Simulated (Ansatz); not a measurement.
A nudged elastic band was laid between two geometries of CH2OSTe (6 atoms, charge 0, multiplicity 1).

All numbers below come from RHF/def2-SVP in Ansatz 0.2.0.

| Property | Result |
| --- | --- |
| movable images | 5 |
| climbing image | yes |
| spring | 5.0 eV/Å² |
| optimiser | quadratic models (default) |
| start path | IDPP |
| force threshold | 0.2 eV/Å |
| iteration limit | 60 |
| end points | relaxed |

First end point:

```xyz
6
Properties=species:S:1:pos:R:3
O 1.200 0.006 -0.461
C 0.266 -0.691 0.140
S 0.477 -2.218 0.610
Te -1.626 0.247 0.508
H 0.934 0.887 -0.680
H -1.209 1.704 -0.162
```

Last end point:

```xyz
6
Properties=species:S:1:pos:R:3
O 0.882 0.417 -0.488
C 0.145 -0.482 0.108
S 0.632 -1.987 0.463
Te -1.803 0.218 0.587
H 1.741 0.047 -0.677
H -1.554 1.722 -0.040
```

What changes between the two ends?

No bond is made or broken. The dihedral H5–O1–C2–Te4 goes from 0 to 180°.

What energy profile does the band end with?

The forces met the threshold. The highest image is number 3 of 0 to 6, 26.0 kJ/mol above the first end and 55.6 kJ/mol above the last; the last end lies 29.6 kJ/mol below the first. The threshold of 0.2 eV/Å is loose, so the images may lie well off the minimum-energy path. The order of the stationary point at the top wasn't checked.

```
image  path coordinate (Å)  energy (kJ/mol)  dihedral H5–O1–C2–Te4 (°)
    0                 0.00              0.0                          0
    1                 0.31              4.5                        -26
    2                 0.63             17.9                        -58
    3                 0.94             26.0                        -87
    4                 1.29             12.8                       -121
    5                 1.64            -16.2                       -153
    6                 1.99            -29.6                        180
```

What is the geometry of the highest image?


```xyz
6
Properties=species:S:1:pos:R:3
O 1.138 0.273 -0.273
C 0.219 -0.625 0.107
S 0.462 -2.208 0.143
Te -1.628 0.216 0.764
H 1.054 0.512 -1.188
H -1.203 1.768 0.402
```

Time of the run: 85 s on 1 thread of Intel(R) Xeon(R) Platinum 8488C (Sapphire Rapids), with other jobs on the host, peak memory 0.17 GiB.
